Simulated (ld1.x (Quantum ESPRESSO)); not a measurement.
## Pseudopotential generation for V: ultrasoft, BLYP, scalar-relativistic.

* Element: vanadium (V)
* Generator: ld1.x (Quantum ESPRESSO) 7.5
* Type: ultrasoft
* Functional: BLYP
* Relativity: scalar-relativistic
* Frozen core: [Ar]
* Valence charge: 5
* Reference configuration: 3d3 4s1.75 4p0.25
* Partial waves: 4s (bound): rcut 2.30, rcutus 2.90 bohr; 4s channel at 2 Ry: rcut 2.30, rcutus 2.90 bohr; 4p (bound): rcut 2.70, rcutus 3.65 bohr; 4p channel at 1.65 Ry: rcut 2.70, rcutus 3.65 bohr; 3d (bound): rcut 1.50, rcutus 1.70 bohr; 3d channel at 0.4 Ry: rcut 1.50, rcutus 1.70 bohr
* Local potential: all-electron potential smoothed inside 2.35 bohr (lloc = -1)
* Core correction: Bessel-smoothed model core inside 1.30 bohr
* Augmentation charge: PSQ, radius 1.55 bohr

Calculated quality:

```json
{
 "Cutoffs needed": "35 Ry and 50 Ry (the cutoffs (Ry, on a coarse ladder) from which the occupation-weighted sum of valence levels, in a spherical-Bessel basis at the reference potential, stays within 10 and 1 mRy of its value at 400 Ry)",
 "Ghost test": "no extra level below or beside the all-electron valence levels (s, p, d, f tested) (spherical-Bessel basis up to 400 Ry, 20 bohr box)",
 "Largest excitation error": "-1154 meV (all-electron minus pseudo) for 3d2 4s0 4p0, out of 7 test configurations",
 "Lowest eigenvalue of the overlap operator": "0.59 (p channel)",
 "Density cutoff estimated by the generator": "199 Ry"
}
```

Generation and tests took about 1.7 s on one core of a shared server CPU.
